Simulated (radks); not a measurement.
The numbers below are computed, except where a source is named.
Neutral calcium inside a hard spherical wall (all orbitals vanish at R), configuration held at [Ar] 4s2 and not refilled when levels cross. Code: a radial shooting solver on a logarithmic mesh with Libxc functionals. Model: scalar-relativistic Kohn-Sham, PBE, spin-unpolarised, spherical densities, point nucleus. Eigenvalues in eV, with the zero of energy where the potential of the charges vanishes at infinity; a dash marks a level that is unbound or too diffuse for the functional's potential to be trusted. A positive occupied level is held by the wall or, in an anion where self-interaction has pushed it up, behind a barrier. The pressure on the wall is -dE/dV.

[
 {"R (bohr)": "free", "E (hartree)": "-680.32517", "kinetic (hartree)": "684.949", "e(2p)": "-334.74", "e(3s)": "-47.092", "e(3p)": "-28.008", "e(4s)": "-3.766", "e(3d, empty)": "-1.947", "e(4p, empty)": "-1.403", "pressure (GPa)": "0"},
 {"R (bohr)": "20", "E (hartree)": "-680.32517", "kinetic (hartree)": "684.949", "e(2p)": "-334.74", "e(3s)": "-47.092", "e(3p)": "-28.008", "e(4s)": "-3.766", "e(3d, empty)": "-1.947", "e(4p, empty)": "-1.402", "pressure (GPa)": "< 0.0001"},
 {"R (bohr)": "12", "E (hartree)": "-680.32484", "kinetic (hartree)": "684.952", "e(2p)": "-334.70", "e(3s)": "-47.057", "e(3p)": "-27.974", "e(4s)": "-3.742", "e(3d, empty)": "-1.915", "e(4p, empty)": "-1.328", "pressure (GPa)": "0.00534"},
 {"R (bohr)": "7", "E (hartree)": "-680.28611", "kinetic (hartree)": "685.158", "e(2p)": "-333.31", "e(3s)": "-45.746", "e(3p)": "-26.683", "e(4s)": "-2.575", "e(3d, empty)": "-0.741", "e(4p, empty)": "0.586", "pressure (GPa)": "1.72"},
 {"R (bohr)": "4", "E (hartree)": "-679.61201", "kinetic (hartree)": "687.369", "e(2p)": "-326.11", "e(3s)": "-39.648", "e(3p)": "-20.769", "e(4s)": "9.225", "e(3d, empty)": "5.788", "e(4p, empty)": "16.114", "pressure (GPa)": "115"},
 {"R (bohr)": "3", "E (hartree)": "-677.86905", "kinetic (hartree)": "692.823", "e(2p)": "-314.89", "e(3s)": "-31.884", "e(3p)": "-12.913", "e(4s)": "33.729", "e(3d, empty)": "15.550", "e(4p, empty)": "44.316", "pressure (GPa)": "898"},
 {"R (bohr)": "2.5", "E (hartree)": "-675.07216", "kinetic (hartree)": "701.283", "e(2p)": "-300.51", "e(3s)": "-22.447", "e(3p)": "-2.808", "e(4s)": "67.405", "e(3d, empty)": "27.703", "e(4p, empty)": "80.252", "pressure (GPa)": "3240"},
 {"R (bohr)": "1.5", "E (hartree)": "-642.46660", "kinetic (hartree)": "782.930", "e(2p)": "-208.94", "e(3s)": "62.349", "e(3p)": "87.222", "e(4s)": "355.57", "e(3d, empty)": "117.65", "e(4p, empty)": "361.38", "pressure (GPa)": "94200"}
]
